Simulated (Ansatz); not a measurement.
A run for Ansatz (a quantum-chemistry and plane-wave program): R-SVWN5/def2-TZVPP on AlH4NO2 (SMILES [NH2][Al]([OH])[OH]), a point of a torsion scan.

Ansatz 0.2 input:
```yaml
crystal:
  periodic: [false, false, false]
  atoms:
    - {symbol: N, position_ang: [1.47906365, -0.06569901, 0.18065528]}
    - {symbol: Al, position_ang: [-0.22718610, -0.02470574, -0.31282370]}
    - {symbol: O, position_ang: [-0.92994426, -1.38779675, -0.90194803]}
    - {symbol: O, position_ang: [-0.99258309, 1.42246349, -0.13205657]}
    - {symbol: H, position_ang: [1.97020216, 0.71881397, 0.57354839]}
    - {symbol: H, position_ang: [2.06457554, -0.88333341, 0.16175715]}
    - {symbol: H, position_ang: [-1.29684136, -2.17013638, -1.27957984]}
    - {symbol: H, position_ang: [-1.68084406, 2.06881386, -0.15722300]}
basis:
  gaussian:
    orbitals: def2-TZVPP
hamiltonian:
  xc: {name: SVWN5}
scf: {lower_state_search: off}
```

It printed:

```
WARN ansatz: RAYON_NUM_THREADS=1 ignored (pool sized by the plan → 1); use --threads N
Functional definition: SVWN5
these checks for a lower state are left out or cut short: stability, starts, cluster_reference, orbital_swaps, neighbouring_geometries, increment
integrals: 0.09 GiB planned
962 factors; their error is unknown
mean field: 0.65 GiB planned
mean field evaluation 1: about -12158.7295 eV, gradient 1.2e2 eV
mean field evaluation 2: about -12073.6483 eV, gradient 2.2e2 eV
mean field evaluation 4: about -12182.2802 eV, gradient 1.9e1 eV
mean field evaluation 8: about -12182.9191 eV, gradient 2.6e-1 eV
mean field evaluation 16: about -12182.9125 eV, gradient 1.4e-4 eV
mean field -12182.91254686 eV, -447.7137782223 hartree, gradient 6.9e-6 eV, S^2 0.000000; 0 other end points of the search recorded, 0 dependent functions left out
reference -12182.91258793 eV, -447.7137797315 hartree; 20, 20 occupied and 171, 171 virtual orbitals, 962 factors
Total energy: -12182.91258793 eV, -447.7137797315 hartree
Checks for a lower state left out: stability, starts, cluster_reference, orbital_swaps, neighbouring_geometries, increment
```

The run converged.

Cost: very roughly 1.2 core-seconds.
